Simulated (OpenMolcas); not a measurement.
Au6+ among 3 point charges of -0.65 e arranged as a planar triangle (D3h), 2.2 Å from the ion.

```
Program             : OpenMolcas 26.06
Method              : SS-CASPT2, IPEA 0.25 Eh, imaginary shift 0.1 Eh (closed shells correlated: 4f 5s 5p)
Basis               : ANO-RCC-VDZP [7s6p4d2f]
Scalar Hamiltonian  : DKH2, point nucleus
Active space        : 5 electrons in 5 orbitals (5d)
State averaging     : 2S+1 = 6 even, 1 root; 2S+1 = 4 even, 24 roots; 2S+1 = 2 even, 75 roots
Spin-orbit coupling : RASSI with atomic mean-field integrals over the reference wave functions
```

Problem. What is the spin-free ground state (labels of D3, the rotations of D3h)?

Solution. 6A1, 1-fold in its orbital part, 100 % from free-ion S terms; it has the highest spin that d5 allows.

Problem. What are the lowest two levels with spin-orbit coupling?

Solution. A 2-fold level E1/2 with g = 1.88, 5.63, 5.63, then a 2-fold level E3/2 120 cm-1 above it. Their leading multiplicities are 6 (74 %) and 6 (75 %).

Problem. What is χT at 300 K?

Solution. 3.78 cm3 K/mol.

Roots that are degenerate in the reference are averaged as groups; the widest CASPT2 spread within a group is 17 cm-1 (the 2-fold group of multiplicity 4 near 50400 cm-1 above the lowest state of its run). Shifts and gaps below about the spread of the groups concerned are not significant. Point charges give a weaker field than real ligands, and real ions of this kind are as a rule low spin; the high spin found here belongs to the model. Free-ion shares, where given, are those of the reference states; single-state CASPT2 does not remix them. This is an electrostatic model: the charges have no orbitals. No measured value stands beside these numbers.
